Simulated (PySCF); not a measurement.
I₃Pb (SMILES [I][Pb-]([I])[I]), charge -1, singlet, geometry from GFN2-xTB (such geometries of metal compounds can be far from the true shape) (core potentials on I, Pb); PySCF with DF-PBE0/def2-SVP.

The PySCF input:
```python
from pyscf import gto, scf, dft

mol = gto.M(
    atom='''
Pb   -0.008011   -0.009412    0.810548
I     0.428983   -2.525290   -0.443200
I     1.982873    1.637600   -0.379501
I    -2.399462    0.902252   -0.431354
''',
    basis='def2-svp',
    ecp={'I': 'def2-svp', 'Pb': 'def2-svp'},
    charge=-1,
    spin=0,
    verbose=4,
)

mf = dft.RKS(mol)
mf.xc = 'pbe0'
mf.diis = False
mf.max_cycle = 100
mf = mf.density_fit(auxbasis='def2-universal-jkfit')
mf.kernel()
```

The log (banner, timings and long lists left out):

```
PySCF version 2.14.0

[INPUT] verbose = 4
[INPUT] num. atoms = 4
[INPUT] num. electrons = 98
[INPUT] charge = -1
[INPUT] spin (= nelec alpha-beta = 2S) = 0
[INPUT] symmetry False subgroup None
[INPUT] Mole.unit = angstrom
[INPUT] Symbol           X                Y                Z      unit          X                Y                Z       unit  Magmom
[...]
nuclear repulsion = 530.207098060262
number of shells = 40
number of NR pGTOs = 244
number of NR cGTOs = 104
basis = def2-svp
ecp = {'I': 'def2-svp', 'Pb': 'def2-svp'}

******** <class 'pyscf.df.df_jk.DFRKS'> ********
method = DFRKS
initial guess = minao
damping factor = 0
level_shift factor = 0
DIIS disabled
SCF conv_tol = 1e-09
SCF conv_tol_grad = None
SCF max_cycles = 100
direct_scf = False
XC library pyscf.dft.libxc version 7.1.2
    S. Lehtola, C. Steigemann, M. J. T. Oliveira, and M. A. L. Marques,  SoftwareX 7, 1–5 (2018)
XC functionals = pbe0
    C. Adamo and V. Barone,  J. Chem. Phys. 110, 6158 (1999)
    M. Ernzerhof and G. E. Scuseria,  J. Chem. Phys. 110, 5029 (1999)
radial grids:
    Treutler-Ahlrichs [JCP 102, 346 (1995); DOI:10.1063/1.469408] (M4) radial grids

becke partition: Becke, JCP 88, 2547 (1988); DOI:10.1063/1.454033
pruning grids: <function nwchem_prune>
grids dens level: 3
symmetrized grids: False
atomic radii adjust function: <function treutler_atomic_radii_adjust>
small_rho_cutoff = 0
Set gradient conv threshold to 3.16228e-05
Initial guess from minao.
tot grids = 89104
******** <class 'pyscf.df.df.DF'> ********
auxbasis = def2-universal-jkfit
init E= -966.491073335536
[...]
cycle= 1 E= -1081.89249819714  delta_E= -115  |g|= 4.97  |ddm|= 19.8
[...]
cycle= 2 E= -1083.37816103076  delta_E= -1.49  |g|= 3.72  |ddm|=   14
[...]
cycle= 3 E= -1084.48997248515  delta_E= -1.11  |g|= 2.52  |ddm|= 9.31
[...]
cycle= 4 E= -1083.57322301226  delta_E= 0.917  |g|= 2.84  |ddm|= 8.69
[...]
cycle= 5 E= -1083.48296013139  delta_E= 0.0903  |g|= 2.86  |ddm|=  9.4
[...]
cycle= 6 E= -1075.94393824662  delta_E= 7.54  |g|= 4.83  |ddm|= 16.4
[...]
cycle= 7 E= -1028.52269298587  delta_E= 47.4  |g|= 7.42  |ddm|= 31.4
[...]
cycle= 8 E= -1041.51419350484  delta_E=  -13  |g|= 10.2  |ddm|= 49.3
[...]
cycle= 9 E= -938.502601807763  delta_E=  103  |g|= 7.27  |ddm|= 50.6
[...]
cycle= 10 E= -999.120854832979  delta_E= -60.6  |g|= 19.4  |ddm|=   90
[...]
cycle= 11 E= -935.25016942005  delta_E= 63.9  |g|= 8.76  |ddm|= 89.1
[...]
cycle= 12 E= -988.547091432888  delta_E= -53.3  |g|= 21.1  |ddm|= 90.9
[...]
cycle= 13 E= -934.740999020159  delta_E= 53.8  |g|= 9.29  |ddm|= 90.6

WARN: HOMO -0.290007825612085 == LUMO -0.289358332378502

cycle= 14 E= -984.700669608442  delta_E=  -50  |g|= 21.5  |ddm|=   92
[...]
cycle= 15 E= -931.300261939059  delta_E= 53.4  |g|= 10.2  |ddm|= 90.7
[...]
cycle= 16 E= -952.632540613165  delta_E= -21.3  |g|= 16.6  |ddm|=   86
[...]
cycle= 17 E= -915.309718893067  delta_E= 37.3  |g|= 13.8  |ddm|= 86.9
[...]
cycle= 18 E= -814.773617258661  delta_E=  101  |g|= 15.7  |ddm|= 76.5
[...]
cycle= 19 E= -716.796232648292  delta_E=   98  |g|= 27.8  |ddm|=   88
[...]
cycle= 20 E= -686.169044979113  delta_E= 30.6  |g|= 36.7  |ddm|=  119
[...]
cycle= 21 E= -659.788309473659  delta_E= 26.4  |g|= 29.2  |ddm|=  120
[...]
cycle= 22 E= -431.040479528324  delta_E=  229  |g|= 15.2  |ddm|=  123
[...]
cycle= 23 E= -645.124911999948  delta_E= -214  |g|= 34.9  |ddm|=  123
[...]
cycle= 24 E= -430.55427701853  delta_E=  215  |g|= 15.6  |ddm|=  123
[...]
cycle= 25 E= -644.673996902053  delta_E= -214  |g|=   35  |ddm|=  123
[...]
cycle= 26 E= -430.539934036875  delta_E=  214  |g|= 15.7  |ddm|=  123
[...]
cycle= 27 E= -644.647954222535  delta_E= -214  |g|=   35  |ddm|=  123
[...]
cycle= 28 E= -430.539104094884  delta_E=  214  |g|= 15.7  |ddm|=  123
[...]
cycle= 29 E= -644.646303481185  delta_E= -214  |g|=   35  |ddm|=  123
[...]
cycle= 30 E= -430.539051486378  delta_E=  214  |g|= 15.7  |ddm|=  123
[...]
cycle= 31 E= -644.646198012777  delta_E= -214  |g|=   35  |ddm|=  123
[...]
[...]
[...]
cycle= 49 E= -644.646190809321  delta_E= -214  |g|=   35  |ddm|=  123
[...]
cycle= 50 E= -430.539047895594  delta_E=  214  |g|= 15.7  |ddm|=  123
[...]
cycle= 51 E= -644.646190809321  delta_E= -214  |g|=   35  |ddm|=  123
[...]
cycle= 52 E= -430.539047895593  delta_E=  214  |g|= 15.7  |ddm|=  123
[...]
cycle= 53 E= -644.64619080932  delta_E= -214  |g|=   35  |ddm|=  123
[...]
cycle= 54 E= -430.539047895594  delta_E=  214  |g|= 15.7  |ddm|=  123
[...]
cycle= 55 E= -644.646190809321  delta_E= -214  |g|=   35  |ddm|=  123
[...]
cycle= 56 E= -430.539047895595  delta_E=  214  |g|= 15.7  |ddm|=  123
[...]
cycle= 57 E= -644.646190809322  delta_E= -214  |g|=   35  |ddm|=  123
[...]
cycle= 58 E= -430.539047895596  delta_E=  214  |g|= 15.7  |ddm|=  123
[...]
cycle= 59 E= -644.646190809319  delta_E= -214  |g|=   35  |ddm|=  123
[...]
cycle= 60 E= -430.539047895595  delta_E=  214  |g|= 15.7  |ddm|=  123
[...]
cycle= 61 E= -644.646190809321  delta_E= -214  |g|=   35  |ddm|=  123
[...]
cycle= 62 E= -430.539047895597  delta_E=  214  |g|= 15.7  |ddm|=  123
[...]
cycle= 63 E= -644.646190809321  delta_E= -214  |g|=   35  |ddm|=  123
[...]
cycle= 64 E= -430.539047895593  delta_E=  214  |g|= 15.7  |ddm|=  123
[...]
cycle= 65 E= -644.646190809321  delta_E= -214  |g|=   35  |ddm|=  123
[...]
cycle= 66 E= -430.539047895595  delta_E=  214  |g|= 15.7  |ddm|=  123
[...]
cycle= 67 E= -644.646190809321  delta_E= -214  |g|=   35  |ddm|=  123
[...]
cycle= 68 E= -430.539047895592  delta_E=  214  |g|= 15.7  |ddm|=  123
[...]
cycle= 69 E= -644.646190809321  delta_E= -214  |g|=   35  |ddm|=  123
[...]
cycle= 70 E= -430.539047895592  delta_E=  214  |g|= 15.7  |ddm|=  123
[...]
cycle= 71 E= -644.646190809323  delta_E= -214  |g|=   35  |ddm|=  123
[...]
cycle= 72 E= -430.539047895593  delta_E=  214  |g|= 15.7  |ddm|=  123
[...]
cycle= 73 E= -644.64619080932  delta_E= -214  |g|=   35  |ddm|=  123
[...]
cycle= 74 E= -430.539047895592  delta_E=  214  |g|= 15.7  |ddm|=  123
[...]
cycle= 75 E= -644.646190809319  delta_E= -214  |g|=   35  |ddm|=  123
[...]
cycle= 76 E= -430.539047895592  delta_E=  214  |g|= 15.7  |ddm|=  123
[...]
cycle= 77 E= -644.646190809321  delta_E= -214  |g|=   35  |ddm|=  123
[...]
cycle= 78 E= -430.539047895592  delta_E=  214  |g|= 15.7  |ddm|=  123
[...]
cycle= 79 E= -644.646190809321  delta_E= -214  |g|=   35  |ddm|=  123
[...]
cycle= 80 E= -430.539047895593  delta_E=  214  |g|= 15.7  |ddm|=  123
[...]
cycle= 81 E= -644.646190809322  delta_E= -214  |g|=   35  |ddm|=  123
[...]
cycle= 82 E= -430.539047895592  delta_E=  214  |g|= 15.7  |ddm|=  123
[...]
cycle= 83 E= -644.646190809321  delta_E= -214  |g|=   35  |ddm|=  123
[...]
cycle= 84 E= -430.539047895592  delta_E=  214  |g|= 15.7  |ddm|=  123
[...]
cycle= 85 E= -644.646190809319  delta_E= -214  |g|=   35  |ddm|=  123
[...]
cycle= 86 E= -430.539047895595  delta_E=  214  |g|= 15.7  |ddm|=  123
[...]
cycle= 87 E= -644.646190809322  delta_E= -214  |g|=   35  |ddm|=  123
[...]
cycle= 88 E= -430.539047895593  delta_E=  214  |g|= 15.7  |ddm|=  123
[...]
cycle= 89 E= -644.64619080932  delta_E= -214  |g|=   35  |ddm|=  123
[...]
cycle= 90 E= -430.539047895591  delta_E=  214  |g|= 15.7  |ddm|=  123
[...]
cycle= 91 E= -644.646190809319  delta_E= -214  |g|=   35  |ddm|=  123
[...]
cycle= 92 E= -430.539047895593  delta_E=  214  |g|= 15.7  |ddm|=  123
[...]
cycle= 93 E= -644.646190809323  delta_E= -214  |g|=   35  |ddm|=  123
[...]
cycle= 94 E= -430.539047895595  delta_E=  214  |g|= 15.7  |ddm|=  123
[...]
cycle= 95 E= -644.646190809321  delta_E= -214  |g|=   35  |ddm|=  123
[...]
cycle= 96 E= -430.539047895593  delta_E=  214  |g|= 15.7  |ddm|=  123
[...]
cycle= 97 E= -644.646190809321  delta_E= -214  |g|=   35  |ddm|=  123
[...]
cycle= 98 E= -430.539047895592  delta_E=  214  |g|= 15.7  |ddm|=  123
[...]
cycle= 99 E= -644.646190809321  delta_E= -214  |g|=   35  |ddm|=  123
[...]
cycle= 100 E= -430.539047895595  delta_E=  214  |g|= 15.7  |ddm|=  123
SCF not converged.
SCF energy = -430.539047895595
```

Convergence was not reached.
